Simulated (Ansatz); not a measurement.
`C[S][Ti]([F])([F])[F]` + `OCC(F)(F)F` → `FC(F)(F)C[O][Ti]([F])([F])[F]` + CH₃SH  (ligand exchange at a Ti–S bond)

Calculated with Ansatz (gas phase, PBE0-D4/def2-TZVP geometries, no zero-point term in ΔE). CCSD(T)/CBS is the MP2 limit (def2-TZVPP, def2-QZVPP) plus CCSD(T) − MP2 in def2-TZVPP, frozen cores. This one scheme is used for every species. Functionals use def2-TZVPP. B3LYP here is the variant with VWN-RPA as its local correlation; programs differ in this. HSE06 is defined as in plane-wave codes. For Ti outer-core shells are correlated without core-valence functions, which leaves a few kJ/mol of doubt a bond. Scalar relativity is left out up to krypton. Each species was taken in one conformer, which may not be the lowest.

```csv
level,ΔE (kJ/mol),difference from CCSD(T)/CBS
LDA (SPW92),-35.2,3.9
PBE-D4,-32.6,6.5
revPBE-D4,-33.8,5.3
BLYP-D4,-40.4,-1.3
r2SCAN-D4,-36.1,3.0
B97M-V,-38.2,0.9
PBE0-D4,-35.8,3.3
B3LYP-D4,-42.5,-3.4
r2SCANh-D4,-36.7,2.4
r2SCAN0-D4,-38.0,1.1
HSE06-D4,-35.2,3.9
BHLYP-D4,-47.6,-8.5
CAM-B3LYP-D4,-51.6,-12.5
ωB97X-V,-48.2,-9.1
ωB97M-V,-43.1,-4.0
B2PLYP,-40.8,-1.7
PBE-QIDH,-38.1,1.0
revPBE,-32.6,6.5
r2SCAN,-35.6,3.5
PBE0,-35.6,3.5
B3LYP,-42.9,-3.8
r2SCAN0,-37.5,1.6
HSE06,-35.0,4.1
BHLYP,-49.0,-9.9
LC-ωPBE,-49.5,-10.4
RPA@PBE/def2-TZVPP,-41.7,-2.6
HF/def2-SVP,-75.8,-36.7
MP2/def2-SVP,-66.3,-27.2
CCSD/def2-SVP,-73.5,-34.4
CCSD(T)/def2-SVP,-66.1,-27.0
HF/def2-TZVPP,-63.2,-24.1
MP2/def2-TZVPP,-39.4,-0.3
SCS-MP2/def2-TZVPP,-45.1,-6.0
CCSD/def2-TZVPP,-51.4,-12.3
CCSD(T)/def2-TZVPP,-44.4,-5.3
HF/def2-QZVPP,-63.7,-24.6
MP2/def2-QZVPP,-36.5,2.6
SCS-MP2/def2-QZVPP,-42.4,-3.3
MP2/CBS(def2),-34.1,5.0
CCSD/CBS(def2),-46.1,-7.0
CCSD(T)/CBS,-39.1,0
```

Largest T1 diagnostic among the species: 0.024, so the coupled-cluster value is less sure than usual.

Leaving LDA and LC-ωPBE aside and taking each functional with its dispersion term where it has one, the values spread over 19.0 kJ/mol, from CAM-B3LYP-D4 to PBE-D4. At CCSD(T), def2-SVP lies −27.0 kJ/mol from the extrapolated value and def2-TZVPP −5.3 kJ/mol. In def2-TZVPP, CCSD(T) changes the Hartree–Fock value by +18.8 kJ/mol (the triples alone add +7.0 kJ/mol) and MP2 by +23.8 kJ/mol.

CCSD(T)/CBS has its own doubt, a few kJ/mol and more with outer-core shells, so smaller differences from it don't rank the levels.
